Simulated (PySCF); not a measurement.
Working with the constants of CaC⁺

UHF-CCSD(T) constants of CaC⁺, ⁴Σ⁻ (quartet), unpaired electrons σ ↑, π ↑↑ (Ca 3-21G, C 3-21G; no relativity (PySCF 2.14); masses 39.9626 and 12.0000 u):

```
ωe            : 456.3 cm⁻¹
ωexe          : 4.34 cm⁻¹
Be            : 0.30992 cm⁻¹
αe            : 0.00314 cm⁻¹
De to Ca⁺ + C : 0.81 eV
```

Question: What force constant and bond length do these constants imply?

Answer: Reduced mass μred = 9.2288 u; k = 5.8918×10⁻⁷·μred·ωe² (u, cm⁻¹, mdyn/Å) = 1.13 mdyn/Å; Re = √(16.8576/(μred·Be)) (u, cm⁻¹, Å) = 2.428 Å.

Question: Estimate the centrifugal constant D from the Kratzer relation and find the Dunham coefficient a1.

Answer: D = 4Be³/ωe² = 5.72e-07 cm⁻¹; a1 = −1 − αeωe/(6Be²) = -3.49.

Correlated steps freeze 6 core orbitals. For an ion De counts to the pair picked by the measured ionisation energies or electron affinities, which need not be the lowest pair at this level. 3-21G is very small, so such numbers show the basis as much as the molecule. The state is the lowest determinant that a PBE0 search found; another state may lie lower at other levels.
